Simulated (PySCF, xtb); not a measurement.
Si(F)(Me)(OH)(NH2) (CH₆FNOSi), SMILES N[Si](O)(C)F.

GFN2-xTB run with xtb 6.7.1 at its own geometry gives an orbital gap of 7.69 eV and a dipole moment of 0.68 D.

Geometry optimised at ωB97X-D3(BJ)/def2-SVP. The structure was generated by enumeration, and PubChem lists no compound with its InChIKey, so it may never have been made. The values are those of a single conformer.

Problem. What does B3LYP/def2-TZVP (PySCF) give? (The exact figures need the calculation; the answer reports its results.)

Solution. gap 7.88 eV (levels -7.55 and 0.32 eV), dipole 0.90 D.
